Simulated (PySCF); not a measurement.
Isomers of C6H9BS, from PBE0-D3(BJ)/def2-SVP geometry optimisation, gas phase in PySCF 2.14.0. One conformer each, no zero-point energy, no frequencies.

Question: Which is lower in electronic energy at this level?
A. `CB(C)c1ccsc1`: A = 3716, B = 1069, C = 839.2 MHz, dipole 0.20 D
B. `c1csc(B(C)C)c1`: A = 3190, B = 1294, C = 931.4 MHz, dipole 0.86 D

Answer: B. That is `CB(C)c1cccs1`, 4.0 kcal/mol below the other.

```json
{"SMILES": "CB(C)c1cccs1", "mapped SMILES": "[CH3:1][B:2]([CH3:3])[c:4]1[cH:5][cH:6][cH:7][s:8]1", "E (Eh)": "-656.36246", "relative (kcal/mol)": "0.0", "relative (kJ/mol)": "0.0", "dipole (D)": "0.86"}
{"SMILES": "CB(C)c1ccsc1", "mapped SMILES": "[CH3:1][B:2]([CH3:3])[c:4]1[cH:5][cH:6][s:7][cH:8]1", "E (Eh)": "-656.35604", "relative (kcal/mol)": "4.0", "relative (kJ/mol)": "16.9", "dipole (D)": "0.20"}
```
